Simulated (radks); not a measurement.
The numbers below are computed, except where a source is named.
Effect of the nuclear size on the mercury ion Hg+, [Xe] 4f14 5d10 6s1. Code: a radial shooting solver on a logarithmic mesh with Libxc functionals. Model: Dirac Kohn-Sham, PBE, spin-unpolarised, spherical densities, finite nucleus; Fermi nuclear charge, rms radius 5.4648 fm. The rms radius is varied about that value; shifts are against it.

rms radius (fm)  total energy shift (eV)  density at nucleus (e/bohr^3)  1s1/2 shift (meV)  2s1/2 shift (meV)  4p1/2 shift (meV)  5s1/2 shift (meV)  6s1/2 shift (meV)  6p1/2 (empty) shift (meV)
4.4538                             -36.7                      2.528e+06             -14700              -2190              -2.73              -25.2              -2.49                      0.193
5.1314                             -12.6                      2.385e+06              -5030               -751             -0.943              -8.65             -0.854                      0.066
5.4648                                 0                      2.324e+06              0.000              0.000              0.000              0.000              0.000                      0.000
5.8473                              15.0                       2.26e+06               6000                895               1.13               10.3               1.02                     -0.079
6.0386                              22.7                       2.23e+06               9090               1360               1.71               15.6               1.54                     -0.120

Slopes of the eigenvalues against <r^2> in GHz/fm^2, as finite differences over the two radii next to the reference (eigenvalue slopes, not the field-shift constants of lines): 1s1/2 339000, 2s1/2 50600, 4p1/2 63.8, 5s1/2 584, 6s1/2 57.6, 6p1/2 (empty) -4.47.
